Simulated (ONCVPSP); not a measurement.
boron (B): variants of one ONCV potential

Base potential:

boron (B), optimised norm-conserving Vanderbilt (ONCV), made with ONCVPSP 4.0.1 (PBEsol, scalar-relativistic). Core [He], reference 2s2 2p1. Waves: 2s: rc 1.40 bohr, ncon 4, nbas 8, qcut 4.2 1/bohr, 2 projectors, debl 0.9 Ha; 2p: rc 4.00 bohr, ncon 5, nbas 8, qcut 3 1/bohr, 1 projector; d scattering state at 0.09 Ha: rc 3.10 bohr, ncon 4, nbas 7, qcut 3.1 1/bohr, 3 projectors, debl 0.6 Ha. Local part: polynomial inside 1.00 bohr (lpopt 5, dvloc0 6 Ha). Core correction: polynomial model core, fcfact 0.6.

Cutoffs, loose and tight: the cutoffs (Ha) at which the residual kinetic energy of the hardest occupied pseudo-wave falls to 1 and 0.1 mHa per electron. They do not see the model core or the augmentation charge, which bear on the density cutoff. Test errors are all-electron minus pseudo excitation energies from the reference, over the configurations 2s2 2p0; 2s1 2p0; 2s2 2p0.5; 2s1 2p2. A dash means not determined; rows that change the core or the reference have their own tests.

| change | outcome | cutoff, loose | cutoff, tight | bound ghosts | GHOST(+) flags above zero | largest test error (meV) |
| --- | --- | --- | --- | --- | --- | --- |
| base | generated | 12 Ha | 75 Ha | none | none | +686 |
| all radii but the core radius scaled by about 0.77 (s 1.08, p 3.10, d 2.40 bohr); local potential polynomial inside 0.78 bohr (lpopt 5, dvloc0 6 Ha) | generated | 12 Ha | 50 Ha | none | s, d | +376 |
| all radii but the core radius scaled by about 0.88 (s 1.24, p 3.54, d 2.74 bohr); local potential polynomial inside 0.88 bohr (lpopt 5, dvloc0 6 Ha) | generated | 19 Ha | 90 Ha | none | none | +517 |
| all radii but the core radius scaled by about 0.96 (s 1.34, p 3.82, d 2.96 bohr); local potential polynomial inside 0.96 bohr (lpopt 5, dvloc0 6 Ha) | generated | 17 Ha | 81 Ha | none | none | +618 |
| all radii but the core radius scaled by about 1.10 (s 1.54, p 4.38, d 3.40 bohr); local potential polynomial inside 1.10 bohr (lpopt 5, dvloc0 6 Ha) | generated | 9.7 Ha | 61 Ha | none | none | +833 |
| all radii but the core radius scaled by about 1.15 (s 1.60, p 4.58, d 3.56 bohr); local potential polynomial inside 1.14 bohr (lpopt 5, dvloc0 6 Ha) | generated | 9.0 Ha | 54 Ha | none | s | +917 |
| all radii but the core radius scaled by about 1.24 (s 1.74, p 4.94, d 3.84 bohr); local potential polynomial inside 1.24 bohr (lpopt 5, dvloc0 6 Ha) | generated | 7.7 Ha | 30 Ha | none | d | +1072 |
| all radii but the core radius scaled by about 1.30 (s 1.82, p 5.20, d 4.02 bohr); local potential polynomial inside 1.30 bohr (lpopt 5, dvloc0 6 Ha) | generated | 7.2 Ha | 22 Ha | none | none | +1200 |

Reading the sweep of the scale of all radii but the core radius (base = 1) (base included, trends over the rows without a ghost): The loose cutoff falls from 12 Ha at 0.77 to 7.2 Ha at 1.3, with one reversal. A larger radius leaves more room for a smooth pseudo-wave, so fewer plane waves are needed; a smaller one forces it to follow the all-electron wave where it bends sharply. The median size of the test errors (rows with all tests solved) rises from 75.1 meV at 0.77 to 287.2 meV at 1.3. More of the atom is replaced by a form fitted at one configuration, so other configurations suffer as the radius grows.
